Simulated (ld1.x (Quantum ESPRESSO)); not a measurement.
**An all-electron radial function and its pseudo partner (magnesium (Mg))**

Columns: radius, all-electron u(r) and pseudo u(r) of the 3p shell (level -7.17 eV) of magnesium in the configuration [Ne] 3s1 3p0; BP86, scalar-relativistic, TM semilocal scheme, ld1.x (Quantum ESPRESSO) 7.5.

| r (bohr) | all-electron | pseudo |
| --- | --- | --- |
| 0.120 | 0.0852 | -0.0028 |
| 0.240 | 0.1809 | -0.0112 |
| 0.360 | 0.2223 | -0.0248 |
| 0.480 | 0.2157 | -0.0434 |
| 0.600 | 0.1774 | -0.0663 |
| 0.720 | 0.1213 | -0.0930 |
| 0.840 | 0.0562 | -0.1229 |
| 0.960 | -0.0121 | -0.1552 |
| 1.080 | -0.0800 | -0.1893 |
| 1.200 | -0.1452 | -0.2249 |
| 1.320 | -0.2066 | -0.2613 |
| 1.440 | -0.2633 | -0.2983 |
| 1.560 | -0.3150 | -0.3355 |
| 1.680 | -0.3617 | -0.3723 |
| 1.800 | -0.4034 | -0.4079 |
| 1.920 | -0.4401 | -0.4416 |
| 2.040 | -0.4720 | -0.4723 |
| 2.160 | -0.4991 | -0.4991 |
| 2.280 | -0.5215 | -0.5215 |
| 2.400 | -0.5395 | -0.5395 |
| 2.520 | -0.5533 | -0.5533 |
| 2.640 | -0.5630 | -0.5630 |
| 2.760 | -0.5692 | -0.5692 |
| 2.880 | -0.5718 | -0.5718 |
| 3.000 | -0.5714 | -0.5714 |
| 3.120 | -0.5682 | -0.5682 |

How many radial nodes do the two functions have?

The all-electron 3p function has n − l − 1 = 1; the pseudo-wave has 0, since the states of the same l below it are removed with the core.

At about which radius was the pseudo-wave matched?

2.30 bohr. The columns agree to 0.0005 from 2.04 bohr on; several derivatives are matched, so the curves merge somewhat inside the radius.

Is the pseudo-wave norm-conserving?

Yes: the TM semilocal scheme keeps the norm inside the radius equal to the all-electron one, which fixes the energy derivative of the logarithmic derivative at the level.
